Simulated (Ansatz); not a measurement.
Input file:

```yaml
crystal:
  periodic: [false, false, false]
  atoms:
    - { symbol: B, position_ang: [-1.2495, -0.17549, -0.05062] }
    - { symbol: Si, position_ang: [-0.09104, -0.94544, 1.33342] }
    - { symbol: C, position_ang: [0.50848, 0.08382, -0.12925] }
    - { symbol: "N", position_ang: [-0.52069, 0.954, -0.34617] }
    - { symbol: H, position_ang: [1.35274, 0.08312, -0.80738] }
magnetization:
  spin_polarized: true
  initial_magnetization: 1
basis:
  gaussian: { orbitals: def2-SVP }
hamiltonian:
  xc: pbe0
  dispersion: d4
relax:
  f_tol: 0.02
  max_steps: 50
```

Launched with:

```bash
$ ansatz run input.yaml --threads 2 --pin off --max-ram 3072MiB --backend cpu --events-out ev --progress --plain --runs-dir out
```

Hardware: 2 threads of AMD EPYC 9R45 96-Core Processor (Zen 5), on a shared host.

Question: Roughly how long does this run take, and how much memory?

Answer: 6.5 s, with a peak of 0.19 GiB, for 9 ionic steps.
